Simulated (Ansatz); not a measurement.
Input file for C3H7FMg, SMILES `C[CH](C)[Mg][F]`:

```yaml
crystal:
  periodic: [false, false, false]
  atoms:
    - {symbol: C, position_ang: [-1.099627, -0.663174, 0.557151]}
    - {symbol: C, position_ang: [0.116114, 0.234291, 0.334511]}
    - {symbol: C, position_ang: [1.261092, -0.559035, -0.291806]}
    - {symbol: Mg, position_ang: [-0.348671, 1.984453, -0.736128]}
    - {symbol: F, position_ang: [-0.741021, 3.449182, -1.631957]}
    - {symbol: H, position_ang: [-1.911234, -0.153675, 1.085493]}
    - {symbol: H, position_ang: [-0.836998, -1.549993, 1.152437]}
    - {symbol: H, position_ang: [-1.512814, -1.036969, -0.386038]}
    - {symbol: H, position_ang: [0.454731, 0.585323, 1.319199]}
    - {symbol: H, position_ang: [2.180680, 0.026654, -0.385176]}
    - {symbol: H, position_ang: [1.008309, -0.925173, -1.292844]}
    - {symbol: H, position_ang: [1.506437, -1.446982, 0.309157]}
basis:
  gaussian: {orbitals: def2-TZVPP}
correlation: {method: ccsd_t}
output: {orbitals: {seedname: orbitals}}
```

```sh
$ ansatz run in.yaml --threads 4 --pin off --events-out ev --progress --plain --max-ram 10444MiB
```

Output of Ansatz, abridged:

```
Functional definition: HF
1582 factors; integrals over basis functions are off by at most 9.2e-4 eV
mean field evaluation 1: about -11338.1748 eV, gradient 4.8e1 eV
mean field evaluation 2: about -11338.3098 eV, gradient 4.8e1 eV
mean field evaluation 4: about -11343.2720 eV, gradient 4.0e0 eV
mean field evaluation 8: about -11343.3430 eV, gradient 3.0e-1 eV
mean field -11343.34354300 eV, -416.8601864109 hartree, gradient 4.8e-6 eV, S^2 0.000000; 0 other end points of the search recorded, 0 dependent functions left out
5 core orbitals not correlated: weight in the atoms' cores, before any rotation towards them, 1.000 or more for the frozen orbitals, at most 0.000 for the correlated occupied ones
reference -11343.34354300 eV, -416.8601864109 hartree; 18, 18 occupied and 231, 231 virtual orbitals, 1582 factors
second order -27.00211624 eV of doubles, -0.00000000 eV of singles
cycle   1  -27.44023911 eV  change   -4.4e-1 eV  update   1.0e-1
cycle   2  -27.94221465 eV  change   -5.0e-1 eV  update   3.0e-2
cycle   3  -28.07659280 eV  change   -1.3e-1 eV  update   1.7e-2
cycle   4  -28.07299263 eV  change    3.6e-3 eV  update   4.5e-3
cycle   5  -28.06973844 eV  change    3.3e-3 eV  update   2.1e-3
cycle   6  -28.07044202 eV  change   -7.0e-4 eV  update   8.2e-4
cycle   7  -28.07035907 eV  change    8.3e-5 eV  update   3.2e-4
cycle   8  -28.07021464 eV  change    1.4e-4 eV  update   1.2e-4
cycle   9  -28.07022999 eV  change   -1.5e-5 eV  update   5.6e-5
cycle  10  -28.07025565 eV  change   -2.6e-5 eV  update   1.8e-5
perturbative correction -0.87664860 eV, -0.0322162418 hartree
Total energy: -11372.29044725 eV, -417.9239655212 hartree
```

Run time 4.7 min (4 threads of an Arm Neoverse V1 on a shared host); peak host memory 6.5 GiB.

MP2 recovers 93.3 % of the CCSD(T) correlation energy and the triples give 3.0 %; T1 = 0.0104.
